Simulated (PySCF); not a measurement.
Work out the structure from these simulated measurements.

Formula: C6H6OS.

| Property | Result |
| --- | --- |
| Dipole | 3.15 D [PBE0/pcSseg-1] |
| NMR, other nuclei | isotropic shieldings of nuclei other than C and H, by class: -301 (1 O), 267 (1 S) ppm [GIAO PBE0/pcSseg-1] |
| 1H NMR | chemical shifts (computed TMS as zero) by class: 8.29 (1 H), 7.52 (1 H), 7.15 (1 H), 2.59 (3 H) ppm [GIAO PBE0/pcSseg-1] |
| 13C NMR | chemical shifts (computed TMS as zero) by class: 194.1 (1 C), 145.5 (1 C), 143.5 (1 C), 134.4 (1 C), 131.6 (1 C), 31.1 (1 C) ppm [GIAO PBE0/pcSseg-1] |
| Rotational structure | rotational constants A, B, C: 4.293, 1.175, 0.928 GHz [GFN2-xTB] |

Gas-phase values; electronic properties from PySCF, density fitting. Levels stand in brackets. One conformer (not necessarily the lowest) at the GFN2-xTB geometry, without solvent, vibrations or thermal averaging. NMR classes are plain means over equivalent atoms (diastereotopic ones count apart unless rotation or inversion swaps them), as if these changed places fast.

Problem. Give a SMILES that accounts for the data.

Solution. Numbering: `[CH3:1][C:2](=[O:3])[c:4]1[cH:5][cH:6][s:7][cH:8]1`. Its formula, C6H6OS, gives 4 degrees of unsaturation: 1 ring and 3 π bonds in the structure found (Kekulé form). 6 carbons fall into 6 classes; from least to most shielded: ketone carbonyl carbon [C2] (194.1 ppm), substituted aromatic carbon [C4] (145.5 ppm), aromatic CH next to a ring sulfur [C8] (143.5 ppm), aromatic CH next to a ring sulfur [C6] (134.4 ppm), aromatic CH carbon [C5] (131.6 ppm), methyl carbon next to a carbonyl [C1] (31.1 ppm). Hydrogen classes from least to most shielded: 1 H on an aromatic CH next to a ring sulfur, C8 (8.29 ppm), 1 H on an aromatic CH carbon, C5 (7.52 ppm), 1 H on an aromatic CH next to a ring sulfur, C6 (7.15 ppm), 3 H on a methyl carbon next to a carbonyl, C1 (2.59 ppm). The other shieldings belong to: -301 ppm, ketone oxygen [O3]; 267 ppm, thiophene-type sulfur [S7]. The optimised geometry has point group Cs and is an asymmetric top. Structure: `c1sccc1C(=O)C`. Computed isomers that give other values at the same levels: `CC(=O)c1cccs1` (rotational constant A: 3.548 GHz; this holds for the one conformer computed); `Oc1ccc(S)cc1` (rotational constant A: 5.607 GHz; this holds for the one conformer computed); `CC(=S)c1ccco1` (13C chemical shifts (computed TMS as zero) by class: 232.7 (1 C), 165.8 (1 C), 150.9 (1 C), 128.7 (1 C), 121.4 (1 C), 38.2 (1 C) ppm). The assignments are read from this structure; whether some other isomer fits the data as well wasn't checked.

Shape of the structure used: `[CH3:1][C:2](=[O:3])[c:4]1[cH:5][cH:6][s:7][cH:8]1`: C1–C2–C4–C5 0°.
